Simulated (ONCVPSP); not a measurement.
**silver: one change to an ONCV potential, before and after**

```
Element                 : silver
Generator               : ONCVPSP 4.0.1
Type                    : optimised norm-conserving Vanderbilt (ONCV)
Functional              : LDA (Perdew-Zunger)
Relativity              : scalar-relativistic
Frozen core             : [Ar] 3d10
Valence charge          : 19
Reference configuration : 4s2 4p6 4d10 5s1
Partial waves           : 4s+5s: rc 1.75 bohr, ncon 4, nbas 9, qcut 6.2 1/bohr, 2 projectors; 4p: rc 1.25 bohr, ncon 4, nbas 8, qcut 13.1 1/bohr, 2 projectors, debl 2.7 Ha; 4d: rc 1.55 bohr, ncon 4, nbas 9, qcut 12 1/bohr, 2 projectors, debl 1.7 Ha; f scattering state at 0.37 Ha: rc 1.70 bohr, ncon 4, nbas 8, qcut 6.2 1/bohr, 2 projectors, debl 2.8 Ha
Local potential         : polynomial inside 0.90 bohr (lpopt 5, dvloc0 0 Ha)
Core correction         : none
```

Change: s: rc 1.58.

Cutoffs: the cutoffs (Ha) at which the residual kinetic energy of the hardest occupied pseudo-wave falls to 1 and 0.1 mHa per electron; they do not see the model core or the augmentation charge, which bear on the density cutoff. Errors are all-electron minus pseudo energies relative to the spin-unpolarised reference configuration.

**Question.** Predict the effect on cutoff, ghosts and configuration errors.

**Answer.** The potential gets neither clearly harder nor softer (50 Ha and 60 Ha → 50 Ha and 60 Ha); the p channel sets the loose cutoff, while the largest relative change is in s, which becomes harder; the errors of the 4 common tests hardly move; neither file shows a bound ghost.

| quantity | base | changed |
| --- | --- | --- |
| cutoff, loose | 50 Ha | 50 Ha |
| cutoff, tight | 60 Ha | 60 Ha |
| loose cutoff by channel | s 9.1 Ha, p 50 Ha, d 37 Ha | s 14 Ha, p 50 Ha, d 37 Ha |
| bound ghosts | none | none |
| GHOST(+) flags under 300 eV | s at 65.6 eV | s at 82.7 eV |
| error for 4s2 4p6 4d10 5s0, meV [ΔE 8.10 eV] | -1.9 | -1.7 |
| error for 4s2 4p6 4d9 5s0, meV [ΔE 30.49 eV] | -4.3 | -4.1 |
| error for 4s2 4p6 4d8 5s0, meV [ΔE 66.92 eV] | -7.0 | -7.0 |
| error for 4s2 4p6 4d9 5s2, meV [ΔE 3.96 eV] | +0.1 | +0.1 |
| p: phases at 1.27 bohr within 0.05 rad from the reference energy up to (Ha; the scan ends near 5) | to the end of the scan | to the end of the scan |
| d: phases at 1.57 bohr within 0.05 rad from the reference energy up to (Ha; the scan ends near 5) | to the end of the scan | to the end of the scan |
| f: phases at 1.72 bohr within 0.05 rad from the reference energy up to (Ha; the scan ends near 5) | 4.5 | 4.5 |
